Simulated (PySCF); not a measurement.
**Electron correlation in Ho (holmium, neutral)**

[Xe] 4f10 5d1 6s2, one real determinant (an excited configuration). Computed with PySCF 2.14 in cc-pVDZ-X2C, with scalar relativity by spin-free X2C-1e. Frozen: [Kr] 4d10; 21 electrons correlated.

| level | correlation energy (mhartree) |
| --- | --- |
| CCSD | -634.69 |
| (T) | -24.78 |
| CCSD(T) | -659.47 |

Diagnostics: T1 = 0.024, D1 = 0.1064, largest double amplitude 0.088.

**Question.** Is a single reference adequate?

**Answer.** Mostly. T1 lies below 0.03, but a double amplitude of this size points to a near-degeneracy that CCSD handles and MP2 describes poorly.

The reference is one real determinant that mixes LS terms of this configuration.
